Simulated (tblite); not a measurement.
C₆H₁₃PS.
Cartesian coordinates in Å at the GFN2-xTB level; atoms count from 1:
```xyz
21
C6H13PS angstrom
C     -0.3120   -1.6153   -0.7790
C     -0.1272   -0.8767    0.5415
C     -1.4288   -0.1926    0.9802
C     -1.6829    1.0109    0.0663
P      0.0013    1.6678   -0.3236
S      0.4440    3.4555    0.2548
C      0.9111    0.2498    0.4472
C      2.2146   -0.0670   -0.2704
H     -0.5243   -0.9176   -1.5862
H      0.5809   -2.1792   -1.0348
H     -1.1406   -2.3162   -0.7016
H      0.1815   -1.5989    1.3052
H     -1.3135    0.1570    2.0087
H     -2.2690   -0.8876    0.9524
H     -2.2717    1.7854    0.5618
H     -2.1984    0.7230   -0.8518
H      0.1487    1.4374   -1.6979
H      1.1449    0.5953    1.4653
H      2.7267   -0.8954    0.2156
H      2.0405   -0.3253   -1.3127
H      2.8651    0.8066   -0.2414
```

Computed with GFN2-xTB (tblite): harmonic, unscaled wavenumbers at the GFN2-xTB geometry, gas phase. Against measured fundamentals such values can be off by several per cent, at times by over 20. Modes of hydrogen on phosphorus can be 10 to 20 % off. One conformer, not necessarily the lowest.

Harmonic wavenumbers (cm⁻¹): 64.2, 130.6, 160.1, 202.8, 211.1, 235.6, 261.0, 292.2, 367.5, 405.5, 485.7, 583.4, 637.0, 700.0, 767.9, 776.5, 808.2, 836.3, 862.6, 935.0, 945.8, 997.1, 1012.5, 1024.3, 1048.2, 1076.0, 1107.9, 1119.3, 1152.7, 1189.8, 1216.2, 1241.6, 1271.5, 1289.9, 1320.8, 1338.4, 1405.3, 1411.4, 1431.6, 1482.1, 1486.5, 1488.6, 1498.4, 1513.8, 2185.9, 2871.9, 2931.5, 2958.5, 2971.6, 2976.4, 2991.8, 3016.4, 3023.7, 3029.3, 3032.0, 3034.5, 3050.5.

A = 2299, B = 1099, C = 857.7 MHz; mass 148.048 u (most abundant isotopes); point group C1, symmetry number 1.

Zero-point energy?

½Σν̃ = 38933 cm⁻¹ = 111.32 kcal/mol.

What is S at 350 K and 1 bar for an ideal gas of classical rigid rotors and harmonic oscillators?

Translation 41.71, rotation 29.86, vibration 30.28: S = 101.8 cal/(mol K).

And Cp and H(350 K) − H(0)?

Cp = 44.08 cal/(mol K), of which vibrations give 36.13 (their classical limit is 57 R = 113.3); H(350 K) − H(0) = 8.75 kcal/mol without the zero-point energy, 5.97 from vibrations.

What must be added to the electronic energy to get the Gibbs energy at 350 K and 1 bar?

ZPE + [H(350 K) − H(0)] − T·S = 111.32 + 8.75 − 35.65 = 84.42 kcal/mol.

Which modes carry the vibrational entropy at 350 K?

64.2 cm⁻¹: 4.64; 130.6 cm⁻¹: 3.25; 160.1 cm⁻¹: 2.85; 202.8 cm⁻¹: 2.41; 211.1 cm⁻¹: 2.33; 235.6 cm⁻¹: 2.13 cal/(mol K); the other 51 give 12.67 together.

Hindered rotation and anharmonicity are outside this model. Other conformers, if any are populated, would add a mixing term that is left out. The structure is chiral; the term R ln 2 for an equal mix with its mirror image is left out.
